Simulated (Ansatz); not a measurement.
One geometry of C3H9NOZn (`CC(C)[O][Zn][NH2]`), several functionals.

```yaml
crystal:
  periodic: [false, false, false]
  atoms:
    - {symbol: C, position_ang: [-0.527179, -1.242468, 1.153961]}
    - {symbol: C, position_ang: [0.661491, -0.308895, 1.003752]}
    - {symbol: C, position_ang: [1.578538, -0.753796, -0.122493]}
    - {symbol: O, position_ang: [0.251799, 1.021422, 0.838778]}
    - {symbol: Zn, position_ang: [-0.687783, 1.597979, -0.551638]}
    - {symbol: N, position_ang: [-1.633382, 2.436594, -1.847897]}
    - {symbol: H, position_ang: [-0.212347, -2.265161, 1.378860]}
    - {symbol: H, position_ang: [-1.107469, -1.269419, 0.222794]}
    - {symbol: H, position_ang: [-1.181961, -0.896512, 1.956011]}
    - {symbol: H, position_ang: [1.236676, -0.337822, 1.941370]}
    - {symbol: H, position_ang: [1.028702, -0.773840, -1.072344]}
    - {symbol: H, position_ang: [1.976302, -1.757317, 0.051564]}
    - {symbol: H, position_ang: [2.416370, -0.061448, -0.225324]}
    - {symbol: H, position_ang: [-1.206857, 2.469072, -2.763415]}
    - {symbol: H, position_ang: [-2.592911, 2.141620, -1.963978]}
basis:
  gaussian: {orbitals: def2-TZVPP}
hamiltonian: {xc: {name: BLYP}, dispersion: d4}
output: {orbitals: {seedname: orbitals}}
```

```sh
$ ansatz run in.yaml --threads 4 --pin off --events-out ev --progress --plain --max-ram 11315MiB
```

Output, abridged:

```
Functional definition: BLYP
1876 factors; their error is unknown
mean field evaluation 1: about -55183.5187 eV, gradient 1.4e2 eV
mean field evaluation 2: about -55017.9315 eV, gradient 3.0e2 eV
mean field evaluation 4: about -55213.8860 eV, gradient 4.7e1 eV
mean field evaluation 8: about -55217.9426 eV, gradient 4.4e-1 eV
mean field evaluation 16: about -55217.8971 eV, gradient 3.2e-3 eV
mean field -55217.89711678 eV, -2029.2202910066 hartree, gradient 7.3e-5 eV, S^2 0.000000; 0 other end points of the search recorded, 0 dependent functions left out
reference -55217.89755971 eV, -2029.2203072842 hartree; 36, 36 occupied and 309, 309 virtual orbitals, 1876 factors
Total energy: -55218.54764258 eV, -2029.2441973890 hartree
```

Run time 4.6 s (4 threads of an Arm Neoverse V2 on a shared host); peak host memory 0.58 GiB.

With the line `hamiltonian: {xc: lda}` (abridged; 2.9 s):

```
Functional definition: SPW92
mean field evaluation 16: about -55082.1440 eV, gradient 3.1e-3 eV
mean field -55082.14396305 eV, -2024.2314546239 hartree, gradient 7.6e-6 eV, S^2 0.000000
Total energy: -55082.14401680 eV, -2024.2314565994 hartree
```

With the line `hamiltonian: {xc: {name: revPBE}, dispersion: d4}` (abridged; 4.6 s):

```
Functional definition: revPBE
mean field evaluation 16: about -55212.8146 eV, gradient 7.1e-3 eV
mean field -55212.81459195 eV, -2029.0335116642 hartree, gradient 8.2e-5 eV, S^2 0.000000
Total energy: -55213.77002230 eV, -2029.0686230818 hartree
```

The same input with `hamiltonian: {xc: {name: CAM-B3LYP}, dispersion: d4}` (abridged; 9.5 s):

```
Functional definition: CAM-B3LYP
mean field evaluation 16: about -55218.2427 eV, gradient 9.1e-4 eV
mean field -55218.24274748 eV, -2029.2329927005 hartree, gradient 2.5e-5 eV, S^2 0.000000
Total energy: -55218.49434856 eV, -2029.2422388696 hartree
```

The same input with `hamiltonian: {xc: {name: BHLYP}, dispersion: d4}` (abridged; 8.5 s):

```
Functional definition: BHLYP
mean field evaluation 16: about -55213.0613 eV, gradient 2.2e-4 eV
mean field -55213.06134625 eV, -2029.0425797177 hartree, gradient 6.6e-5 eV, S^2 0.000000
Total energy: -55213.40321385 eV, -2029.0551431200 hartree
```

Changing it to `hamiltonian: {xc: {name: B97M-V}}` (abridged; 22 s):

```
Functional definition: B97M-V
mean field evaluation 16: about -55207.8558 eV, gradient 5.7e-3 eV
mean field -55207.85578980 eV, -2028.8512790464 hartree, gradient 2.7e-5 eV, S^2 0.000000
Total energy: -55207.85587087 eV, -2028.8512820257 hartree
```
